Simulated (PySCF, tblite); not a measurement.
Isomers of C6H13S (doublet state), one GFN2-xTB conformer each. Single-point energies are computed at B3LYP/pcH-1 (PySCF, gas phase, no added dispersion term), electronic only. GFN2-xTB treats the open shell by occupation alone, and not every SCF solution was tested for stability.

```csv
SMILES,GFN2-xTB relative energy (kcal/mol)
CSCC[C](C)C,0.0
[CH2][C@@H](C)CCSC,10.4
```

Conformers: `[CH3:1][S:2][CH2:3][CH2:4][C:5]([CH3:6])[CH3:7]` (doublet state) with C1–S2–C3–C4 74°, S2–C3–C4–C5 177°, C3–C4–C5–C6 81°; `[CH2:1][C@@H:2]([CH3:3])[CH2:4][CH2:5][S:6][CH3:7]` (doublet state) with H–C1–C2–C3 -60° and 117°, C1–C2–C4–C5 61°, C2–C4–C5–S6 178°, C4–C5–S6–C7 73°.

Problem. What does B3LYP/pcH-1 give for the same structures?

Solution. 
```json
{"SMILES": "CSCC[C](C)C", "B3LYP/pcH-1 E (Eh)": "-634.63976", "B3LYP/pcH-1 (kcal/mol)": "0.0", "GFN2-xTB (kcal/mol)": "0.0", "point group": "C1"}
{"SMILES": "[CH2][C@@H](C)CCSC", "B3LYP/pcH-1 E (Eh)": "-634.62770", "B3LYP/pcH-1 (kcal/mol)": "7.6", "GFN2-xTB (kcal/mol)": "10.4", "point group": "C1"}
```

Both levels put the same isomer lowest. 

Problem. What happens when harmonic zero-point energies from GFN2-xTB frequencies are added?

Solution. 
```
            SMILES  ZPE (kcal/mol)  electronic (kcal/mol)  with ZPE (kcal/mol)
       CSCC[C](C)C           107.6                    0.0                  0.0
[CH2][C@@H](C)CCSC           107.4                    7.6                  7.4
```

The zero-point energies span 0.2 kcal/mol. The order is unchanged.
